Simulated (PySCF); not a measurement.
Planning a shielding job on `[CH3][Al-]([CH3])([CH3])[P+](F)(F)P`.

Method: GIAO PBE0/pcSseg-1 NMR shielding, non-relativistic, gas phase (PySCF 2.14.0, density-fitted response routines). Geometry: GFN2-xTB. Work: shieldings, charges and field gradients, density fitting. The command runs a driver script over a list of jobs; the input below is this job's line of settings and its coordinates in Å.

Command:
```bash
OMP_NUM_THREADS=1 python probes_run.py task.json out
```

Input:
```
{"job": {"kind": "nmr", "xc": "PBE0", "basis": "pcSseg-1"}, "charge": 0, "multiplicity": 1}
C     -1.169338    -1.122237     1.855338
Al    -0.844055    -0.693302    -0.061628
C     -1.819593     0.820786    -0.931107
C      0.369275    -1.838944    -1.164169
P      1.144075     0.914022     0.439876
F      2.011992     0.011034     1.445811
F      0.527321     1.828010     1.608730
P      2.740138     2.273717    -0.209220
H     -1.416347    -0.233203     2.447556
H     -0.302435    -1.589182     2.337209
H     -2.003437    -1.819539     1.997167
H     -2.859396     0.597017    -1.189278
H     -1.863789     1.703998    -0.280729
H     -1.345364     1.146530    -1.865748
H      0.699129    -1.342402    -2.085619
H     -0.081198    -2.784079    -1.483784
H      1.279472    -2.118020    -0.617784
H      3.095849     1.349114    -1.193509
H      1.827896     2.905931    -1.056575
```

Hardware: one thread of an Arm Neoverse V1, on a shared host. PySCF's memory limit was set to 1040 MB.

The basis has 212 functions.

Question: Which is nearest to the wall time?
A. 40 s
B. 5.4 min
C. 40 min

Answer: A. The run took 40 s. The SCF took 12 cycles.

Q: Estimate the peak memory.

A: About 0.94 GiB. Peak memory is the resident size of the whole Python process, interpreter and libraries included.

Q: At this speed, how long would 500 such jobs take on 8 cores, one job a core?

A: 500/8 gives 63 rounds of 40 s, about 42 min of wall time and 5.6 core-hours, if the jobs don't slow each other.

The SCF part of the output:
```
coarse grid: 17128 points
cycle   1  E = -1244.7934006421  dE =  4.210e-01  |g| = 9.163e-01  |ddm| = 3.828e+00
cycle   2  E = -1244.6213782327  dE =  1.720e-01  |g| = 1.344e+00  |ddm| = 1.696e+00
cycle   3  E = -1244.9724294078  dE = -3.511e-01  |g| = 1.348e-01  |ddm| = 1.006e+00
cycle   4  E = -1244.9756608664  dE = -3.231e-03  |g| = 4.045e-02  |ddm| = 1.196e-01
cycle   5  E = -1244.9760075911  dE = -3.467e-04  |g| = 5.382e-03  |ddm| = 3.580e-02
cycle   6  E = -1244.9760151478  dE = -7.557e-06  |g| = 1.252e-03  |ddm| = 8.370e-03
final grid: 151672 points
cycle   7  E = -1245.0327126694  dE = -3.231e-05  |g| = 8.482e-03  |ddm| = 2.787e-02
cycle   8  E = -1245.0327044993  dE =  8.170e-06  |g| = 1.018e-02  |ddm| = 1.763e-02
cycle   9  E = -1245.0327318773  dE = -2.738e-05  |g| = 3.396e-04  |ddm| = 9.465e-03
cycle  10  E = -1245.0327318931  dE = -1.574e-08  |g| = 1.963e-04  |ddm| = 5.360e-04
cycle  11  E = -1245.0327318994  dE = -6.346e-09  |g| = 6.139e-05  |ddm| = 1.699e-04
cycle  12  E = -1245.0327319000  dE = -5.543e-10  |g| = 1.350e-05  |ddm| = 4.894e-05
converged SCF energy = -1245.0327319000
```

On the final grid dE counts from the start density on that grid.

The host was shared with other jobs, so the times are rough.
